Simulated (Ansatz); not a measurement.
Consider the silylene formation by 1,1-elimination: `FC[SiH2]CI` → `FCCI` + `[SiH2]`.

Calculated with Ansatz (gas phase, PBE0-D4/def2-TZVP geometries, no zero-point term in ΔE). CCSD(T)/CBS adds triple-zeta CCSD(T) − MP2 to the extrapolated MP2 energy (def2 sets, frozen cores). This one scheme is used for every species. Functionals use def2-TZVPP. B3LYP here is the variant with VWN-RPA as its local correlation; programs differ in this. Elements past krypton have def2 core potentials. For I outer-core shells are correlated without core-valence functions, which leaves a few kJ/mol of doubt a bond. Each species was taken in one conformer, which may not be the lowest.

```json
{"species": "`FC[SiH2]CI`", "B3LYP energy (Eh)": "-767.06726"}
{"species": "`FCCI`", "B3LYP energy (Eh)": "-476.34110"}
{"species": "`[SiH2]`", "B3LYP energy (Eh)": "-290.64154"}
```

Work out ΔE.

ΔE = (-476.34110) + (-290.64154) − (-767.06726) = 0.08462 Eh = +222.2 kJ/mol. CCSD(T)/CBS gives +241.8 kJ/mol.

Largest T1 diagnostic among the species: 0.014.

From PBE to PBE0 (25 % exact exchange), in def2-TZVPP and without D4, ΔE moves by +7.3 kJ/mol. In def2-TZVPP, CCSD(T) changes the Hartree–Fock value by +20.2 kJ/mol (the triples alone add +5.2 kJ/mol) and MP2 by +40.6 kJ/mol.
